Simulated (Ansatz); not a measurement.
Coupled-cluster run, C2H3AlFNO, SMILES `FC1=C[NH][AlH][O]1`.

```yaml
crystal:
  periodic: [false, false, false]
  atoms:
    - {symbol: F, position_ang: [2.222310, 0.735077, -1.049670]}
    - {symbol: C, position_ang: [1.061514, 0.427040, -0.488920]}
    - {symbol: C, position_ang: [0.553082, -0.807345, -0.394456]}
    - {symbol: N, position_ang: [-0.703669, -0.848306, 0.252857]}
    - {symbol: Al, position_ang: [-1.093969, 0.828670, 0.686240]}
    - {symbol: O, position_ang: [0.385909, 1.461816, 0.004368]}
    - {symbol: H, position_ang: [1.034073, -1.698718, -0.766720]}
    - {symbol: H, position_ang: [-1.123601, -1.754193, 0.346551]}
    - {symbol: H, position_ang: [-2.247050, 1.609760, 1.392751]}
basis:
  gaussian: {orbitals: def2-SVP}
correlation: {method: ccsd_t}
```

```sh
$ ansatz run in.yaml --threads 4 --pin off --events-out ev --progress --plain
```

Output of Ansatz, abridged:

```
Functional definition: HF
1007 factors; integrals over basis functions are off by at most 1.3e-3 eV
mean field evaluation 1: about -14904.1020 eV, gradient 4.3e1 eV
mean field evaluation 2: about -14904.2381 eV, gradient 4.3e1 eV
mean field evaluation 4: about -14908.4044 eV, gradient 3.8e0 eV
mean field evaluation 8: about -14908.4628 eV, gradient 3.0e-1 eV
mean field -14908.46330564 eV, -547.8759211630 hartree, gradient 2.9e-6 eV, S^2 0.000000; 0 other end points of the search recorded, 0 dependent functions left out
10 core orbitals not correlated: weight in the atoms' cores, before any rotation towards them, 1.000 or more for the frozen orbitals, at most 0.000 for the correlated occupied ones
reference -14908.46330564 eV, -547.8759211630 hartree; 16, 16 occupied and 77, 77 virtual orbitals, 1007 factors
second order -22.94554950 eV of doubles, -0.00000000 eV of singles
cycle   1  -22.99561593 eV  change   -5.0e-2 eV  update   1.2e-1
cycle   2  -23.57776757 eV  change   -5.8e-1 eV  update   3.7e-2
cycle   3  -23.74777180 eV  change   -1.7e-1 eV  update   2.2e-2
cycle   4  -23.73454490 eV  change    1.3e-2 eV  update   6.6e-3
cycle   5  -23.73083327 eV  change    3.7e-3 eV  update   3.4e-3
cycle   6  -23.73199281 eV  change   -1.2e-3 eV  update   1.2e-3
cycle   7  -23.73138241 eV  change    6.1e-4 eV  update   5.0e-4
cycle   8  -23.73121714 eV  change    1.7e-4 eV  update   1.6e-4
cycle   9  -23.73129829 eV  change   -8.1e-5 eV  update   6.0e-5
cycle  10  -23.73132959 eV  change   -3.1e-5 eV  update   2.1e-5
perturbative correction -0.72594724 eV, -0.0266780689 hartree
Total energy: -14932.92058247 eV, -548.7747095087 hartree
```

Hardware: 4 threads of a server CPU on a shared host. Wall time 7 s, peak host memory 0.47 GiB.

Correlation energy per correlated electron: -0.764 eV. T1 diagnostic: 0.0163.
